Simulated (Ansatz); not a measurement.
Computed with Ansatz on PBE0-D4/def2-TZVP structures; ΔE is electronic, products minus reactants. CBS: MP2 limit from def2 TZ/QZ plus the TZ coupled-cluster correction, frozen cores. This one scheme is used for every species. DFT in def2-TZVPP. B3LYP here is the variant with VWN-RPA as its local correlation; programs differ in this. Each species was taken in one conformer, which may not be the lowest.

Consider the hydrogenolysis of a C–Cl bond: `O[SiH](O)CCl` + H₂ → `C[SiH](O)O` + HCl.

| level | ΔE (kJ/mol) | difference from CCSD(T)/CBS |
| --- | --- | --- |
| r2SCAN-D4 | -94.0 | 1.4 |
| B3LYP-D4 | -93.8 | 1.6 |
| ωB97X-V | -95.2 | 0.2 |
| r2SCAN | -95.3 | 0.1 |
| SCS-MP2/def2-TZVPP | -97.7 | -2.3 |
| CCSD/def2-TZVPP | -104.2 | -8.8 |
| CCSD(T)/def2-TZVPP | -99.5 | -4.1 |
| HF/def2-QZVPP | -111.0 | -15.6 |
| SCS-MP2/def2-QZVPP | -95.6 | -0.2 |
| MP2/CBS(def2) | -92.6 | 2.8 |
| CCSD(T)/CBS | -95.4 | 0 |

Largest T1 diagnostic among the species: 0.011.

From PBE to PBE0 (25 % exact exchange), in def2-TZVPP and without D4, ΔE moves by −4.8 kJ/mol. The D4 term adds +8.4 kJ/mol with B3LYP and +4.5 kJ/mol with PBE0; it sums over pairs of atoms, weighted by their polarisabilities, and B3LYP, whose exchange is more repulsive, gets the larger term.
